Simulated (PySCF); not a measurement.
## A computed series M(SH)3

Computed with PySCF 2.14.0, PBE0, def2-SVP on the ligands, density fitting, scalar-relativistic core potentials, no spin-orbit coupling, vacuum. Each member is relaxed from one template within its symmetry. Distances are means of the shortest metal–ligand contacts, charges and spins Mulliken's; removal energies are rigid, with the ligand's formal charge and no counterpoise, so too large; for an anion taken off a cation in vacuum most of it is the attraction of opposite charges, and multiply charged cations can part far more cheaply with an electron moved from ligand to metal. lcecp potentials hold a fixed number of 4f electrons in the core, out of states, spins and gaps.

```tsv
metal	basis on the metal	point group	M–SH (Å)	charge on M (e)	dipole (D)	removal of one SH (eV)	strongest infrared band, degenerate modes summed (cm⁻¹)	unstable modes (below −25 cm⁻¹)
Ce	lcecp-1-SVP with ECP47	C3	2.692	0.90	0.64	8.73	309	0
Eu	lcecp-1-SVP with ECP52	nearly C3h	2.612	0.85	0.37	9.01	312	0
Tb	lcecp-1-SVP with ECP54	C3, nearly C3h	2.589	0.84	0.33	9.12	314	0
Ho	lcecp-1-SVP with ECP56	C3h	2.564	0.82	0.03	9.21	316	0
Tm	lcecp-1-SVP with ECP58	C3, nearly planar	2.543	0.81	0.04	9.31	318	0
Lu	lcecp-1-SVP with ECP60	C3, nearly C3h	2.523	0.78	0.03	9.41	319	0
Bi	def2-SVP with ECP60	C3	2.558	0.62	1.37	8.93	306	0
```

Question: What does the calculation give for Pm, lcecp-1-SVP with ECP50?

Answer: point group: C3, nearly C3h, M–SH (Å): 2.641, charge on M (e): 0.87, dipole (D): 0.56, removal of one SH (eV): 8.89, strongest infrared band, degenerate modes summed (cm⁻¹): 311, unstable modes (below −25 cm⁻¹): 0.
```xyz
7

Pm    0.0000    0.0000    0.8904
S     2.6094    0.3996    0.9804
H     2.9279   -0.9170    0.9783
S    -1.6507    2.0600    0.9804
H    -0.6699    2.9941    0.9783
S    -0.9587   -2.4596    0.9804
H    -2.2581   -2.0772    0.9783
```

From Ce to Lu the M–SH distance shrinks by 0.17 Å, the lanthanide contraction, and the energy to remove one SH rises by 0.68 eV.

Moved off a saddle point of the template and relaxed again: Ce, Pm, Eu, Tb, Ho, Tm, Lu, Bi. One start shape was tried for each, so a minimum needn't be the lowest isomer.
